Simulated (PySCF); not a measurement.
Si(OMe)3(SiH3), SMILES O([Si](OC)([SiH3])OC)C (GFN2-xTB optimised geometry):

```
20

C     -2.478     1.730    -1.734
O     -1.719     0.557    -1.685
Si    -0.083     0.434    -1.647
Si     0.898     1.672     0.000
O      0.160    -1.172    -1.598
C     -0.338    -2.079    -0.658
O      0.649     0.983    -2.988
C      0.564     0.493    -4.300
H     -2.171     2.360    -2.573
H     -2.364     2.301    -0.809
H     -3.524     1.446    -1.858
H      0.511     1.180     1.335
H      2.364     1.672     0.000
H      0.488     3.084     0.000
H     -0.095    -3.084    -1.004
H     -1.420    -1.978    -0.559
H      0.125    -1.909     0.318
H     -0.462     0.551    -4.670
H      1.212     1.108    -4.926
H      0.894    -0.546    -4.338
```

Method: B3LYP/def2-SVP in PySCF 2.14.0.

Question: What are the frontier orbital energies and the dipole moment?

Answer: HOMO-2 -7.91 eV, HOMO-1 -7.79 eV, HOMO -7.46 eV, LUMO 0.35 eV, LUMO+1 0.57 eV; dipole moment 1.47 D.

Meta-Löwdin charges at B3LYP/def2-SVP: C1 -0.06, O2 -0.61, Si3 1.23, Si4 0.18, O5 -0.60, C6 -0.06, O7 -0.61, C8 -0.06, H9 0.09, H10 0.09, H11 0.11, H12 -0.10, H13 -0.08, H14 -0.09, H15 0.10, H16 0.09, H17 0.09, H18 0.09, H19 0.10, H20 0.10.
